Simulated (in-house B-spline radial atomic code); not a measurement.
# RPA and G0W0 on B3LYP (VWN-RPA): Xe IV (Xe3+)

Configuration [Kr] 4d10 5s2 5p3, highest spin, mean-field start B3LYP (VWN-RPA). Computed with a B-spline radial code for spherical atoms: all electrons, scalar-relativistic (spin-free one-electron X2C), finite nucleus, each spin shell either full or empty, empty states to l = 9 with an (l + 1/2)⁻⁴ tail; G0W0 by contour deformation at full frequency.

Spin-orbit coupling, left out, splits p levels strongly here.

Command:
```bash
python run_gw.py task.json out
```
Settings (radii: box in bohr, nucleus in fm):
```
Z                        54
electrons                51
configuration            [Kr] 4d10 5s2 5p3
hamiltonian              x2c
method                   b3lyp
lmax                     9
rms_radius               4.7859
spin_polarised           True
box_radius               14.14
intervals                68
```

Cost of the run: 8.8 s on 1 thread of Arm Neoverse N1, on a shared host.

Energies (hartree):

| term | value |
| --- | --- |
| mean-field total | -7444.28520 |
| Hartree-Fock functional on these orbitals | -7441.30842 |
| direct second order | -4.5455 |
| second-order exchange | 1.2488 |
| SOSEX correction | 1.1674 |

**Question.** What is the RPA correlation energy, and what remains with SOSEX?

**Answer.** RPA gives -4.0048 hartree (-2.14 eV per electron); RPA + SOSEX gives -2.8374, and the second-order doubles -3.2967 hartree (no singles). SOSEX takes back 29 % of the RPA value.

Quasi-particle levels (eV):

```csv
level,occupied,mean field,Σx - vxc,Σc,QP weight,G0W0
5p up,yes,-39.16,-4.06,?,?,?
5s down,yes,-49.81,-1.67,-2.64,0.945,-54.11
5p down,no,-34.55,6.12,-2.60,0.943,-31.03
```

G0W0 = mean field + (Σx - vxc) + Σc, with Σc (partial-wave tail included) taken at the quasi-particle energy. Only the outer levels were computed. Levels of low weight are left out.

**Question.** Where does G0W0 put 5p up?

**Answer.** At -43.84 eV, with Σc = -0.61 eV and a quasi-particle weight of 0.944. The tabulated removal energy is 42.2 ± 0.2 eV (NIST, measured); the calculation leaves out spin-orbit coupling, Breit and QED terms, and what these don't explain is the method's own error.
